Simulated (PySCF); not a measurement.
A calculated (LDA, PySCF 2.14, cc-pVDZ-DK, the spin-free X2C one-electron Hamiltonian (Gaussian nucleus)) atom or ion has these occupied shells.

| shell | electrons | orbital energy (eV) | rms radius, mean of both spins (bohr) |
| --- | --- | --- | --- |
| 1s α | 1 | -4859.5 | 0.0805 |
| 1s β | 1 | -4859.5 | 0.0805 |
| 2s α | 1 | -543.05 | 0.353 |
| 2s β | 1 | -542.43 | 0.353 |
| 2p α | 3 | -451.61 | 0.322 |
| 2p β | 3 | -451.11 | 0.322 |
| 3s α | 1 | -70.413 | 1.08 |
| 3s β | 1 | -68.626 | 1.08 |
| 3p α | 3 | -46.900 | 1.19 |
| 3p β | 3 | -45.112 | 1.19 |
| 3d α | 2 | -12.549 | 1.70 |
| 4s α | 1 | -11.068 | 3.33 |

Question: Name the element and its charge.

Answer: Ti+ (titanium, charge +1), in [Ar] 3d2 4s1, high-spin 4F determinant.
